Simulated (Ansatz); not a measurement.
Molecule: sum formula AlN2H4Br, net charge 0, singlet state. SMILES: [NH2][Al]([NH2])[Br]
Structure (B3LYP-D3(BJ)/def2-TZVP (Ansatz, a program for electronic structure) minimum search):
```
Al
N 1 1.7611
H 2 1.0072 1 125.73
H 2 1.0072 3 110.63 1 -180.00
N 1 1.7611 2 123.37 3 0.00
H 5 1.0072 1 125.73 2 0.00
H 5 1.0072 6 110.63 1 180.00
Br 1 2.2672 2 118.31 3 -180.00
```
Charge 0, spin multiplicity 1.

Parts of the frozen-core correlation energy in 6-31G* (Ansatz, hartree). Frozen orbitals: 21; correlated occupied orbitals by spin: 12 and 12; virtual: 59 and 59. Spin-orbit coupling is left out. Non-relativistic.

| term | value |
|---|---|
| reference (HF) | -2925.38380 |
| MP2 opposite-spin | ? |
| MP2 same-spin | ? |
| CCSD correlation | ? |
| (T) | -0.01116 |
| T1 diagnostic | 0.011 |
| largest doubles amplitude | 0.033 |

Problem. What belongs in the gaps?

Solution. 
- MP2 opposite-spin, value: -0.36828
- MP2 same-spin, value: -0.12702
- CCSD correlation, value: -0.52899
